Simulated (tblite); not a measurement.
**Question.** What does the GFN2-xTB structure of `Clc1ccc2scnc2c1` look like in three dimensions?

**Answer.** 
```xyz
14
C7H4ClNS angstrom
Cl    -2.9590    1.9241    0.5893
C     -1.6254    0.8801    0.2478
C     -1.8834   -0.3762   -0.3047
C     -0.8462   -1.2388   -0.5920
C      0.4487   -0.8278   -0.3191
S      1.9469   -1.6716   -0.5628
C      2.7667   -0.2720    0.0943
N      2.0335    0.7046    0.4527
C      0.7106    0.4448    0.2412
C     -0.3441    1.3073    0.5267
H     -2.9021   -0.6669   -0.5053
H     -1.0372   -2.2104   -1.0189
H      3.8362   -0.2741    0.1755
H     -0.1457    2.2763    0.9531
```

Orientation and origin are arbitrary. Atoms count from 1 in this order. The 6-membered ring C2–C3–C4–C5–C9–C10 has internal angles of 118.1° to 122.0° (sum 720°, against 720° for a flat polygon); it is planar, 0.00 Å rms from its mean plane, widest ring torsion 0°. The 2 C–N bonds span 1.273 Å (C7–N8, aromatic) to 1.365 Å (N8–C9, aromatic), a spread of 0.092 Å. The 5-membered ring C5–S6–C7–N8–C9 has internal angles of 87.9° to 116.7° (sum 540°, against 540° for a flat polygon); it is planar, 0.00 Å rms from its mean plane, widest ring torsion 0°. The C–C distances run from 1.379 Å (C2–C10, aromatic) to 1.415 Å (C5–C9, aromatic), a spread of 0.036 Å.

Bonds between heavy atoms (Å): Cl1–C2 1.728, C2–C3 1.396, C3–C4 1.379, C4–C5 1.386, C5–S6 1.737, S6–C7 1.750, C7–N8 1.273, N8–C9 1.365, C9–C10 1.392, C2–C10 1.379, C5–C9 1.415.

Structure optimised with GFN2-xTB, isolated species.

Point group: Cs (every atom within 0.08 Å of its image). Its GFN2-xTB frequencies are all real (lowest 99 cm⁻¹).

All values are computed, not measured.
